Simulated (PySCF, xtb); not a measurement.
2-methoxybut-1-en-3-yne (C₅H₆O), SMILES C#CC(=C)OC. The values are those of a single conformer.

Harmonic wavenumbers (cm⁻¹) from GFN2-xTB (xtb) at its own minimum, in rising order: 91, 146, 173, 234, 284, 415, 538, 551, 662, 684, 704, 792, 827, 914, 1094, 1132, 1155, 1272, 1368, 1410, 1467, 1481, 1651, 2249, 2931, 2949, 3029, 3138, 3177, 3392.

Question: What does PBE-D3(BJ)/def2-SVP in PySCF 2.14.0 give at its own minimum? (An estimate is asked for; the answer gives what the named calculation found.)

Answer: 49, 160, 178, 273, 305, 445, 602, 604, 631, 671, 672, 768, 791, 883, 1116, 1127, 1155, 1280, 1336, 1408, 1417, 1428, 1627, 2142, 2944, 3022, 3084, 3111, 3228, 3405. Paired by order, the mean absolute difference is 32 cm⁻¹ and the zero-point energies are 57.1 and 57.0 kcal/mol.
